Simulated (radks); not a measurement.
Spherical quantum dot in the effective-mass picture: electrons in a hard-walled sphere of radius 2.81, all in effective atomic units (hartree* = m*/eps^2 hartree, bohr* = eps/m* bohr), one dielectric constant everywhere. Method: non-relativistic Kohn-Sham, LDA (Slater exchange, Perdew-Wang correlation), spin-polarised, spherical densities; computed with a radial shooting solver with Libxc functionals. Levels are named by radial order and angular momentum (1s, 1p, 1d, 2s, ...), and open shells are averaged over m.

N = 16, configuration 1s2 1p6 1d(up 5, down 3). This is the lowest configuration that the search found. Occupied and some empty levels:

| level | occupation | eigenvalue (hartree*) | <r> (bohr*) |
|---|---|---|---|
| 1s up | 1 | 8.0688 | 1.755 |
| 1s down | 1 | 8.1072 | 1.751 |
| 1p up | 3 | 8.4692 | 1.875 |
| 1p down | 3 | 8.5102 | 1.873 |
| 1d up | 5 | 9.1065 | 1.963 |
| 1d down | 3 | 9.1487 | 1.962 |
| 1f up | 0 | 9.9480 | 2.031 |
| 1f down | 0 | 9.9907 | 2.031 |
| 2s up | 0 | 10.098 | 1.289 |
| 2s down | 0 | 10.118 | 1.289 |
| 2p up | 0 | 11.261 | 1.480 |
| 2p down | 0 | 11.287 | 1.479 |

Energy (hartree*): total 81.2407, kinetic 28.145, external 0, Hartree 61.439, exchange-correlation -8.3436.

Electron density:

| r (bohr*) | n(r) (e/bohr*^3) |
|---|---|
| 0.0778 | 0.03013 |
| 0.218 | 0.03318 |
| 0.358 | 0.03953 |
| 0.498 | 0.04995 |
| 0.638 | 0.06540 |
| 0.778 | 0.08686 |
| 0.918 | 0.1151 |
| 1.06 | 0.1503 |
| 1.20 | 0.1913 |
| 1.34 | 0.2357 |
| 1.48 | 0.2790 |
| 1.62 | 0.3156 |
| 1.76 | 0.3373 |
| 1.90 | 0.3368 |
| 2.04 | 0.3087 |
| 2.18 | 0.2536 |
| 2.32 | 0.1794 |
| 2.46 | 0.1015 |
| 2.60 | 0.03842 |
| 2.74 | 0.004441 |
